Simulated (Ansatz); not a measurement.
`CO[Si]1(F)CO1` + H₂Se → `F[Si]1([SeH])CO1` + CH₃OH  (ligand exchange at the Si–O bond)

Isolated molecules relaxed with PBE0-D4/def2-TZVP in Ansatz; ΔE leaves out vibrations. CBS: MP2 limit from def2 TZ/QZ plus the TZ coupled-cluster correction, frozen cores. This one scheme is used for every species. DFT in def2-TZVPP. For Se outer-core shells are correlated without core-valence functions, which leaves a few kJ/mol of doubt a bond. Scalar relativity is left out up to krypton. One conformer a species, not always the lowest.

`CO[Si]1(F)CO1`:

Cartesian coordinates in Å:
```
C 0.026 2.066 0.388
O -0.334 0.866 -0.270
Si -0.110 -0.655 0.188
F 0.385 -0.656 1.693
C 0.171 -2.047 -0.887
O -1.194 -1.776 -0.250
H 0.355 1.884 1.413
H 0.829 2.554 -0.167
H -0.844 2.725 0.405
H 0.123 -1.973 -1.971
H 0.593 -2.987 -0.542
```

H₂Se:

```xyz
3

Se   -0.546    0.411   -0.029
H     0.551    0.095   -0.950
H    -0.005   -0.506    0.979
```

`F[Si]1([SeH])CO1`:

Z-matrix (Å, degrees):
```
Si
Se 1 2.237
C 1 1.789 2 127.7
F 1 1.585 2 108.9 3 160.8
O 1 1.630 2 116.0 3 -61.2
H 2 1.469 1 91.5 3 -135.5
H 3 1.087 1 123.3 2 1.1
H 3 1.088 1 121.7 2 166.6
```

CH₃OH:

Cartesian coordinates in Å:
```
C 0.338 0.113 0.001
O -1.023 0.091 0.365
H 0.804 0.927 0.557
H 0.481 0.306 -1.069
H 0.856 -0.818 0.262
H -1.456 -0.618 -0.115
```

CCSD(T)/CBS gives +0.44 eV.

Another level gave +0.66 eV. Which?
A. PBE-D4/def2-TZVPP
B. ωB97M-V/def2-TZVPP
C. HF/def2-TZVPP
D. PBE0/def2-TZVPP

C. HF/def2-TZVPP 0.66, PBE0 0.35, ωB97M-V 0.47, PBE-D4 0.29 eV.

Largest T1 diagnostic among the species: 0.012.

In def2-TZVPP, CCSD(T) changes the Hartree–Fock value by −0.18 eV (the triples alone add −0.03 eV) and MP2 by −0.23 eV. From PBE to PBE0 (25 % exact exchange), in def2-TZVPP and without D4, ΔE moves by +0.06 eV.
